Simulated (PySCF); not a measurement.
Stepwise substitution at one centre (Ga F-Br). Gas-phase values, no solvent. Strings in code marks are SMILES.

Computed with PBE0-D4/def2-TZVP run with PySCF. 

```
species                                        S1 oscillator strength  HOMO (eV)
---------------------------------------------  ----------------------  ---------
0 of 3 F replaced by Br (`[F][Ga]([F])[F]`)                       [?]     -11.77
1 of 3 F replaced by Br                                         0.016      -9.42
2 of 3 F replaced by Br (`[Br][Ga]([F])[Br]`)                     [?]      -9.01
3 of 3 F replaced by Br                                         0.000      -8.71
```

**Question.** Some entries are withheld; supply them.

**Answer.** 
- 0 of 3 F replaced by Br (`[F][Ga]([F])[F]`), S1 oscillator strength: 0.000
- 2 of 3 F replaced by Br (`[Br][Ga]([F])[Br]`), S1 oscillator strength: 0.015
